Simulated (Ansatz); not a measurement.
`CN1C[SiH2]1` and `CN1[SiH2]C1O` differ in one atom or group.

Ansatz, PBE0-D4/def2-TZVP geometries, multiplicity 1. Each molecule was computed in one conformer, which needn't be the lowest.

```
                                      property  `CN1C[SiH2]1`
            HOMO energy (PBE0/def2-TZVPP) / eV          -6.38
           HOMO energy (B3LYP/def2-TZVPP) / eV          -6.16
         HOMO energy (ωB97M-V/def2-TZVPP) / eV          -8.64
size of the dipole moment (PBE/def2-TZVPP) / D           0.63
         LUMO energy (ωB97M-V/def2-TZVPP) / eV           1.58
             LUMO energy (PBE/def2-TZVPP) / eV          -0.94
```

**Question.** What does the change do to each property? (Estimate.)

**Answer.** Ansatz gave: 
| property | `CN1[SiH2]C1O` | shift |
| --- | --- | --- |
| HOMO energy (PBE0/def2-TZVPP) / eV | -6.69 | -0.31 |
| HOMO energy (B3LYP/def2-TZVPP) / eV | -6.48 | -0.32 |
| HOMO energy (ωB97M-V/def2-TZVPP) / eV | -8.89 | -0.25 |
| size of the dipole moment (PBE/def2-TZVPP) / D | 1.53 | 0.90 |
| LUMO energy (ωB97M-V/def2-TZVPP) / eV | 1.45 | -0.13 |
| LUMO energy (PBE/def2-TZVPP) / eV | -1.09 | -0.15 |

With PBE0 the HOMO falls by 0.31 eV and the LUMO falls by 0.15 eV, so the gap widens by about 0.16 eV. PBE moves the HOMO by -0.32 eV and ωB97M-V by -0.25 eV. Dipoles are sizes alone; their direction can turn.

B3LYP here is the variant with VWN-RPA as its local correlation; programs differ in this.
